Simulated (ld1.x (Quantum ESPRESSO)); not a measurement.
**tungsten: one change to a PAW potential, before and after**

- Element: tungsten
- Generator: ld1.x (Quantum ESPRESSO) 7.5
- Type: PAW
- Functional: PBE
- Relativity: scalar-relativistic
- Frozen core: [Kr] 4d10 4f14
- Valence charge: 14
- Reference configuration: 5s2 5p6 5d4 6s2 6p0
- Partial waves: 5s (bound): rcut 1.35, rcutus 1.45 bohr; 6s (bound): rcut 1.35, rcutus 1.45 bohr; 5p (bound): rcut 2.20, rcutus 2.50 bohr; 6p (bound, empty): rcut 2.20, rcutus 2.50 bohr; 5d (bound): rcut 1.80, rcutus 2.45 bohr; 5d channel at 0.1 Ry: rcut 1.80, rcutus 2.45 bohr
- Local potential: all-electron potential smoothed inside 1.25 bohr (lloc = -1)
- Core correction: Bessel-smoothed model core inside 0.85 bohr
- Augmentation charge: PSQ, inside the norm-conserving radii

All-electron outer shells of the reference configuration (PBE, scalar-relativistic, ld1.x):

| shell | level (eV) | outermost node (bohr) | outermost maximum (bohr) |
| --- | --- | --- | --- |
| 4d | -238.43 | 0.22 | 0.45 |
| 5s | -79.07 | 0.53 | 0.96 |
| 5p | -43.20 | 0.57 | 1.09 |
| 4f | -33.21 | – | 0.43 |
| 6s | -5.71 | 1.28 | 2.67 |
| 5d | -4.48 | 0.63 | 1.49 |
| 6p | -1.36 | 1.54 | 3.75 |

Change: local potential all-electron potential smoothed inside 2.36 bohr (lloc = -1).

Cutoffs: the cutoffs (Ry, on a coarse ladder) from which the occupation-weighted sum of valence levels, in a spherical-Bessel basis at the reference potential, stays within 10 and 1 mRy of its value at 400 Ry; they do not see the model core or the augmentation charge, which bear on the density cutoff. Errors are all-electron minus pseudo energies relative to the spin-unpolarised reference configuration.

How do hardness, ghosts and transferability respond?

The potential gets neither clearly harder nor softer (25 Ry and 35 Ry → 25 Ry and 40 Ry); of the 7 tests that both files solve, the error grows in 1 and shrinks in 1 by more than 15 % and 0.3 meV (median size 9.1 → 10.3 meV); the range in which the p phases agree widens (upper end 2.3 → 4.0); neither file shows a bound ghost.

| quantity | base | changed |
| --- | --- | --- |
| cutoff, loose | 25 Ry | 25 Ry |
| cutoff, tight | 35 Ry | 40 Ry |
| bound ghosts | none | none |
| error for 5s2 5p6 5d4 6s1 6p0, meV [ΔE 8.88 eV] | -3.1 | -3.4 |
| error for 5s2 5p6 5d4 6s0 6p0, meV [ΔE 24.56 eV] | -9.1 | -10 |
| error for 5s2 5p6 5d3 6s0 6p0, meV [ΔE 49.94 eV] | -28 | -28 |
| error for 5s2 5p6 5d2 6s0 6p0, meV [ΔE 87.16 eV] | -107 | -110 |
| error for 5s2 5p5 5d4 6s2 6p0, meV [ΔE 48.94 eV] | -122 | -97 |
| error for 5s2 5p6 5d4 6s0 6p2, meV [ΔE 9.26 eV] | -1.7 | -3.5 |
| error for 5s2 5p6 5d5 6s1 6p0, meV [ΔE 1.54 eV] | -6.4 | -6.7 |
| s: phases at 2.69 bohr within 0.05 rad from the reference energy up to (Ry; the scan ends near 5) | 3.9 | 4.5 |
| p: phases at 2.69 bohr within 0.05 rad from the reference energy up to (Ry; the scan ends near 5) | 2.3 | 4.0 |
| d: phases at 2.69 bohr within 0.05 rad from the reference energy up to (Ry; the scan ends near 5) | to the end of the scan | to the end of the scan |
| lowest overlap eigenvalue by channel | s 0.21, p 0.70, d 0.81 | s 0.37, p 0.81, d 0.96 |
